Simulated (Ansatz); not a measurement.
`CS[S][GeH3]`, charge 0, multiplicity 1.

Question: Give a relaxed structure at PBE0-D4/def2-TZVP (the Gaussian-basis code of Ansatz). (Best estimate.)

Answer: Computed: 
Z-matrix (Å, degrees):
```
C
S 1 1.801
H 1 1.089 2 110.8
H 1 1.093 2 106.0 3 -118.6
H 1 1.090 2 111.1 3 123.0
S 2 2.052 1 102.3 3 -60.1
Ge 6 2.233 2 99.0 1 -89.7
H 7 1.537 6 108.8 2 57.0
H 7 1.538 6 106.8 2 176.3
H 7 1.534 6 109.2 2 -63.4
```
This is one stationary point; other conformers may exist.
